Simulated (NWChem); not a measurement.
SiH$_{2}$O$_{2}$F$_{2}$; SMILES O[Si](F)(F)O

```xyz
7

O     -0.0776    -1.3148     0.9643
Si     0.0000     0.0000     0.0130
O      0.0776     1.3148     0.9643
F     -1.2724     0.0306    -0.9702
F      1.2724    -0.0306    -0.9702
H     -0.5200    -2.0933     0.6151
H      0.5200     2.0933     0.6151
```
Atoms are numbered in this order, from 1.

All runs: NWChem. Geometry optimised at PBE0/def2-SVP; all other runs use it. 

| quantity | level | value |
|---|---|---|
| cavity-dispersion-structure term (kcal/mol) in water | PBE0/def2-SVP, SMD | 2.9 |
| −ε(HOMO) (eV) | CAM-B3LYP/def2-SVP | 11.41 |
| anisotropy (bohr³), static | CAM-B3LYP/def2-SVPD | [?] |
| vertical, lowest excitation, singlet (eV) | CAM-B3LYP/def2-SVPD, TDA | 8.61 |
| dipole (D) | PBE0/def2-SVP | [?] |
| highest harmonic frequency (cm⁻¹) | PBE0/def2-SVP | [?] |

Question: Some entries are withheld; supply them.

Answer: 
- anisotropy (bohr³), static, value: 3.9
- dipole (D), value: 0.20
- highest harmonic frequency (cm⁻¹), value: 3952
